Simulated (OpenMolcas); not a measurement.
**Nb II: effect of the IPEA shift**

```json
{
  "Program": "OpenMolcas 26.06",
  "Basis": "ANO-RCC-VTZP [7s6p4d2f1g]",
  "Scalar Hamiltonian": "DKH2, point nucleus",
  "Active space": "4 electrons in 6 orbitals (4d 5s)",
  "State averaging": "2S+1 = 5 even, 15 roots; 2S+1 = 3 even, 102 roots; 2S+1 = 1 even, 84 roots (79 in the spin-orbit step)",
  "Spin-orbit coupling": "state interaction with AMFI integrals over the reference wave functions, term energies averaged over their components"
}
```

Methods on the same reference wave functions:
A. CASSCF
B. MS-CASPT2, IPEA 0 Eh, imaginary shift 0.1 Eh (closed shells correlated: 4s 4p)
C. MS-CASPT2, IPEA 0.25 Eh, imaginary shift 0.1 Eh (closed shells correlated: 4s 4p)

Energies in cm-1 above 4d4 5D0, the measured ground level; measured values from NIST Handbook of Basic Atomic Spectroscopic Data.

```
            Level      A      B      C  Measured
          4d4 5D0    0.0    0.0    0.0       0.0
       4d3 5s 5F1   52.5   1733   2180      2357
          4d4 5D1    160    195    171       159
       4d3 5s 5F2    313   1998   2450      2629
          4d4 5D2    449    516    470       438
       4d3 5s 5F3    696   2390   2830      3030
          4d4 5D3    835    906    857       801
       4d3 5s 5F4   1192   2890   3330      3543
          4d4 5D4   1292   1331   1302      1225
       4d3 5s 5F5   1786   3470   3920      4146
       4d4 3P0(1)   7247   4310   6000      5562
       4d4 3P1(1)   7845   4910   6610      6192
       4d4 3P2(1)   8902   5960   7690      7261
          4d4 3F2   9424   5420   7410          
          4d4 3F3   9792   5860   7840          
          4d4 3F4  10223   6320   8280          
       4d3 5s 5P1  10706  10140  11030          
       4d3 5s 5P2  10965  10270  11220          
       4d3 5s 5P3  11313  10810  11660          
   4d4 3H4 [56 %]  11928   9760  10720          
       4d3 5s 3G3  12055   9280  11040          
   4d4 3H5 [62 %]  12208  10130  11050          
4d3 5s 3G4 [56 %]  12404   9440  11360          
          4d4 3H6  12576  10290  11390
```

Deviations, from unrounded energies. A percentage is the sum of absolute deviations over the sum of measured energies, with the sign that they share, or ± where signs differ.

```
                        Against measurement  Levels      A      B     C
             mean absolute deviation (cm-1)      12   1400    620   200
      fine structure of the ground term (%)       4   +4.3  +12.3  +6.7
other terms of the ground configuration (%)       3  +26.2  -20.1  +6.8
                   other configurations (%)       5  -74.3  -20.6  -6.3
```

C lies closest to measurement on these levels and A furthest from it. The largest miss of C in the table is 4d4 3P0(1), by +440 cm-1. The ranking rests on the paired levels alone, and a cruder setting can come out closer through cancelling errors.

Between B and C the level of the table that moves most is 4d4 3F2, by 2000 cm-1 (lowest in B, highest in C). Moves below CASPT2's spread within the term are not significant.

The mean deviations of B to C differ by less than CASPT2's widest spread within a term (1200 cm-1), so their order carries little weight.

From A to B the spin-free energies of the other terms of 4d4 shown, above 5D, scale by factors of 0.55 to 0.79.

The lowest spin-free term lies below A's lowest term by 0.336 hartree in B, 0.325 hartree in C.

Term energies are means over components that CASPT2 splits; among the terms shown or strongly mixed into the levels shown the widest spread is 1200 cm-1 (4d3 5s 5F, B). Over all roots computed the reference weight is 0.84 to 0.92 in B, 0.87 to 0.93 in C; the roots of lowest weight are the least certain, and an intruder state may touch them. Some high roots are left out of the spin-orbit mixing, which shifts the levels that they would mix with. Configurations are named by rounded mean occupations; where the s occupation lies near a half they are strongly mixed, a name can repeat and a true partner stay unpaired. A single d shell beside an s shell can misplace configurations of different d count against each other. Without dynamic correlation excited terms often stand tens of per cent too high (terms of higher spin than the ground term too low), and those without a measured partner can miss by more than the paired ones (holds for A). Blocks of more than 70 roots (2S+1 = 3 even, 1 even) ran without multistate coupling (holds for B; C). Some terms miss by over 15 % even with CASPT2, which points to a basis or an active space too small for the shells correlated (holds for B). The CASPT2 spread within a term exceeds the gap to the next term for 4d4 3H and 4d3 5s 3G, so the order of their levels is uncertain, and so are names and mixing where such terms share a J (holds for C). Measured partners are found by configuration, term and J. A level has none where our copy of the source lacks it or the pairing is in doubt (some pairs that miss far off the trend of their configuration count as doubtful), and it then counts in no deviation. Levels of configurations outside the active space are missing. Levels that lie high or do not pair safely by name in every column are left out.

A share in square brackets marks a mixed level and gives the weight of the term that names it, the lowest over the columns. A number in round brackets counts repeated terms of one configuration in the order of the reference energies.
